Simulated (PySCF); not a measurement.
Computed shifts of a molecule C2H9AlN2, PBE/pcSseg-1 (PySCF), GIAO, gas phase, atoms alike by connectivity averaged where their shifts nearly agree, in ppm (number of nuclei): ¹H: 4.53 (1), 3.00 (6), 0.92 (2). ¹⁵N: 69.5 (1), 30.6 (1). ¹³C: 44.9 (2). References: ¹H against TMS (σ = 31.49 ppm); ¹⁵N against NH3 (σ = 267.0 ppm); ¹³C against TMS (σ = 182.0 ppm), references at their B3LYP-D3(BJ)/def2-TZVP geometries, non-relativistic. Coordinates come from a TPSSh-D3(BJ)/def2-SVP optimisation. Other conformers were not sampled.

Pick the molecule that these values belong to.
A) C[CH2][Al]([NH2])[NH2]
B) C[NH][AlH][NH]C
C) C[N](C)[AlH][NH2]

C, C[N](C)[AlH][NH2]
